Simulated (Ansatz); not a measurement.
Total energies of `C[Si](C)(C)C#Cc1ccc(-c2ccc(-c3ccc(-c4ccc(C#C[Si](C)(C)C)[se]4)[se]3)[se]2)[se]1` from Ansatz at PBE0-D4/def2-SVP, gas phase (1 Eh = 27.2114 eV = 2625.5 kJ/mol). The reference geometry is relaxed at PBE-D4/def2-SVP.

```tsv
state	geometry	energy (Eh)
charge 0 singlet	reference	-11187.00015
charge 1 doublet	reference	-11186.76894
charge -1 doublet	reference	-11187.06451
free C atom (triplet)	–	-37.76066
free Si atom (triplet)	–	-289.15194
free Se atom (triplet)	–	-2400.91098
free H atom (doublet)	–	-0.50029
```

Single mean-field runs in def2-SVP are fitted with def2-universal-jkfit.

Problem. Work out the vertical ionisation energy to the doublet.

Solution. E(charge 1 doublet) − E(charge 0 singlet) = -11186.76894 − (-11187.00015) = 0.23121 Eh = 6.29 eV. For comparison, −ε of the highest occupied level is 5.32 eV at this level, 0.97 eV less.

Problem. Work out the vertical electron affinity, to the doublet.

Solution. E(charge 0 singlet) − E(charge -1 doublet) = -11187.00015 − (-11187.06451) = 0.06436 Eh = 1.75 eV. The basis lacks diffuse functions, which makes affinities too small.

Problem. Give the fundamental gap IE − EA, the Mulliken electronegativity (IE + EA)/2 and the hardness (IE − EA)/2.

Solution. From the values in Eh: IE − EA = 0.23121 − 0.06436 = 0.16685 Eh = 4.54 eV; (IE + EA)/2 = 4.02 eV; (IE − EA)/2 = 2.27 eV. The HOMO–LUMO gap of the same run is 2.67 eV, 1.87 eV smaller than the fundamental gap.

Problem. What is the binding energy per atom against free atoms?

Solution. Atoms: 26 × (-37.76066) + 2 × (-289.15194) + 4 × (-2400.91098) + 26 × (-0.50029) = -11176.73250 Eh. Binding: -11176.73250 − (-11187.00015) = 10.26765 Eh = 279.40 eV, or 4.82 eV for each of 58 atoms (no zero-point energy, no counterpoise term).
